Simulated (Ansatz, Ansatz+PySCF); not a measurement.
```
atom   x (Å)   y (Å)   z (Å)
   C  0.0000  0.0000  0.0000
   C  0.0000  0.0000  1.2300
```

Basis set: STO-3G (spherical functions). Correlated methods keep 2 orbitals frozen. Charge 0, multiplicity 1.

Computed with Ansatz (development build ahead of 0.2.0); the reference of a correlated method needn't be the lowest determinant of its kind. Restricted open shells among the atoms or ions are ROHF, correlated in semicanonical orbitals with singles.

Problem. Give the atomization energy at this shape (free ground-state atoms in the same class of orbitals less the molecule, no zero-point energy) of singlet C2 by full CI (lowest root of this spin), UHF-CCSD(T), UHF-CCSD.

Solution.

```tsv
method	atomization energy
full CI (lowest root of this spin)	6.84 eV
UHF-CCSD(T)	6.48 eV
UHF-CCSD	6.45 eV
```

Caution: the shape is not the minimum. Caution for UHF-CCSD(T): another reference gives a lower total. Caution for UHF-CCSD(T), UHF-CCSD: large amplitudes, a single reference is doubtful; the determinant may break the point group; the program doubts this total; the reference determinant was not shown to be the lowest; the unrestricted determinant is a mixture of spin states.

This basis has no polarisation functions and is too small for such energies, which can lie far from measured ones in either direction.
